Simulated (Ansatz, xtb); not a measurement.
## C5H7NO3: which of two isomers lies lower

Structure X: `[H]/N=C(/O)[C@@H]1CC(=O)CO1`, a singlet. Structure Y: `NC(=O)[C@@H]1C=C(O)CO1`, a singlet. Both are isolated molecules in the gas phase, relaxed with PBE0-D3(BJ)/def2-SVP, each in the lowest conformer that the search found.

X (Å):

```tsv
atom	x (Å)	y (Å)	z (Å)
C	1.1640	1.7036	-0.4712
C	1.3615	0.3702	0.2298
C	1.8325	-0.7352	-0.7117
C	0.5295	-1.3922	-1.1268
C	-0.5349	-0.8657	-0.1754
N	0.1306	2.4278	-0.4339
O	2.2563	2.0714	-1.1537
O	0.3534	-2.1665	-2.0249
O	0.1359	-0.0779	0.7761
H	-0.5713	1.9808	0.1601
H	2.0559	2.9379	-1.5395
H	2.0604	0.5344	1.0651
H	2.4074	-0.3865	-1.5787
H	2.4377	-1.4852	-0.1769
H	-1.0662	-1.6908	0.3235
H	-1.2745	-0.2858	-0.7617
```

Y (Å):

| atom | x (Å) | y (Å) | z (Å) |
| --- | --- | --- | --- |
| C | -1.0014 | -0.4296 | -2.9008 |
| C | 0.1209 | 0.4588 | -2.3561 |
| C | 0.1120 | 0.5041 | -0.8587 |
| C | -0.0149 | 1.7783 | -0.4771 |
| C | -0.0876 | 2.6778 | -1.6718 |
| N | -1.8669 | 0.2108 | -3.7118 |
| O | -1.0581 | -1.6042 | -2.5988 |
| O | -0.0904 | 2.3485 | 0.7319 |
| O | -0.0071 | 1.8102 | -2.7785 |
| H | -2.6247 | -0.3064 | -4.1356 |
| H | -1.7066 | 1.1863 | -3.9256 |
| H | 1.0626 | 0.0348 | -2.7582 |
| H | 0.1709 | -0.3894 | -0.2391 |
| H | -0.0454 | 1.6658 | 1.4110 |
| H | -1.0327 | 3.2537 | -1.6836 |
| H | 0.7435 | 3.4087 | -1.6826 |

**Question.** Which of the two would you expect CCSD(T)/def2-SVP + ΔMP2/def2-TZVPP electronic energies to favour?

**Answer.** CCSD(T)/def2-SVP + ΔMP2/def2-TZVPP gives E(Y) − E(X) = −1.34 kcal/mol, favouring structure Y, but this leans on the basis-set step: CCSD(T) alone gives −0.22 kcal/mol.

Level by level:

```tsv
level	geometry	E(Y) − E(X) (kcal/mol)	departure from the last row (kcal/mol)	job, with rough time for the two
GFN2-xTB	GFN2-xTB	−2.24	−0.90	optimisation, 0.23 s
HF/STO-3G	GFN2-xTB	+13.02	+14.37	single point, 0.82 s
r2SCAN-D4/def2-SVP	GFN2-xTB	−3.78	−2.43	single point, 5.6 s
PBE0-D3(BJ)/def2-SVP	PBE0-D3(BJ)/def2-SVP	−3.95	−2.61	optimisation, 94 s
HF/def2-SVP	PBE0-D3(BJ)/def2-SVP	−3.44	−2.10	part of the CCSD(T) run
MP2/def2-SVP	PBE0-D3(BJ)/def2-SVP	−1.37	−0.02	part of the CCSD(T) run
CCSD(T)/def2-SVP	PBE0-D3(BJ)/def2-SVP	−0.22	+1.12	single point
CCSD(T)/def2-SVP + ΔMP2/def2-TZVPP	PBE0-D3(BJ)/def2-SVP	−1.34		single point, 5 min
```

As drawn, Y has 1 C–N, 1 C=C, 1 N–H in place of 1 C=N, 1 C–C, 1 C–H.

HF/STO-3G puts the two in the other order. CCSD(T)/def2-SVP finds them nearly level. The largest departure from CCSD(T)/def2-SVP + ΔMP2/def2-TZVPP is that of HF/STO-3G, 14.37 kcal/mol. The last row adds to CCSD(T) the change of the MP2 difference between the two basis sets, here −1.12 kcal/mol.

With thermal terms from frequencies at re-optimised GFN2-xTB minima (ideal gas, soft modes damped towards free rotors, one conformer each, 298.15 K, 1 atm): the zero-point term adds −0.48 kcal/mol; ΔH is −1.51 and ΔG −1.96 kcal/mol.

The correlated steps freeze 9 core orbitals. Codes used: Ansatz 0.2.0, xtb 6.7.1; the last row on 2 threads of Intel(R) Xeon(R) Platinum 8488C (Sapphire Rapids) on a shared host.
